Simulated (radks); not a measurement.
Question: These are the eigenvalues of the occupied orbitals of an atom or ion with whole-number occupations (hartree). Calculated with a radial shooting solver on a logarithmic mesh with Libxc functionals: Dirac Kohn-Sham, PBE, spin-unpolarised, spherical densities, point nucleus.

1s1/2: -460.2447
2s1/2: -59.87013
2p1/2: -53.79501
2p3/2: -52.26018
3s1/2: -8.67176
3p1/2: -6.59395
3p3/2: -6.37800
3d3/2: -2.79765
3d5/2: -2.76467
4s1/2: -1.37848
4p1/2: -0.94475

Which element is it, and in what charge state? The configuration may be excited. Open shells, if any, fill j = l - 1/2 first.

Answer: Z = 34, selenium, charge +2: Se2+ in [Ar] 3d10 4s2 4p2. The list shows which subshells hold electrons but not how many an open one holds; the 1s level, -460.24 hartree, gives Z - s = 30.3 by -(Z - s)^2/2, which with screening and relativity narrows Z to a few neighbours, and the depths of the outer levels then fix element, charge and occupations together.
